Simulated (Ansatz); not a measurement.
Relaxation of CH5FOSi (9 atoms, charge 0, multiplicity 1), to a largest force component of 0.03 eV/Å in at most 50 steps.

Theory: RKS B3LYP/cc-pVDZ in Ansatz.

```xyz
9
Properties=species:S:1:pos:R:3
Si -0.776 -0.385 0.728
H 1.762 0.294 1.142
F 1.850 0.395 0.223
O -1.624 0.992 0.256
C -2.118 1.359 -1.027
H -3.218 1.439 -0.978
H -1.711 2.344 -1.307
H -1.844 0.618 -1.798
H -0.851 -1.169 -0.611
```

Q: Where does it end, and by what steps?

A: The run converged. After 9 steps the energy has fallen by 0.027 eV; F3 moved furthest, 0.36 Å.

```
step  energy less start (eV)  largest force component (eV/Å)  accepted
   0                  0.0000                           0.270       yes
   1                 -0.0187                           0.310       yes
   2                 -0.0213                           0.248       yes
   3                 -0.0229                           0.248       yes
   4                 -0.0243                           0.271       yes
   5                 -0.0252                           0.294       yes
   6                 -0.0260                           0.253       yes
   7                 -0.0268                           0.192       yes
   8                 -0.0271                           0.140       yes
   9                 -0.0273                           0.017       yes
```

```xyz
9
Properties=species:S:1:pos:R:3
Si -0.781 -0.477 0.738
H 1.704 0.487 1.061
F 1.494 0.394 0.157
O -1.624 0.920 0.298
C -2.053 1.340 -0.989
H -3.133 1.564 -0.956
H -1.518 2.263 -1.273
H -1.866 0.566 -1.755
H -0.753 -1.170 -0.653
```

The run took 17 s on 2 threads of Arm Neoverse V2 (shared host), peak memory 0.16 GiB.
